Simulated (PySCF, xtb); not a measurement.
CH8Si2, SMILES [SiH3]C[SiH3] (connectivity only; charge and spin as stated), charge +1, multiplicity 2.

Harmonic wavenumbers (cm⁻¹) from GFN2-xTB (xtb) at its own minimum, in rising order: 99, 137, 169, 334, 343, 362, 450, 513, 586, 613, 628, 695, 728, 736, 743, 755, 848, 959, 1393, 2080, 2097, 2347, 2350, 2355, 2360, 2991, 3000.

What does PBE-D3(BJ)/def2-SVP (PySCF) give at its own minimum? (The exact figures need the calculation; the answer reports its results.)

128, 139, 191, 384, 435, 479, 496, 535, 649, 686, 750, 777, 789, 801, 815, 831, 895, 900, 1322, 2003, 2027, 2218, 2224, 2261, 2264, 3028, 3118. Paired by order, the mean absolute difference is 71 cm⁻¹ and the zero-point energies are 43.8 and 44.5 kcal/mol.
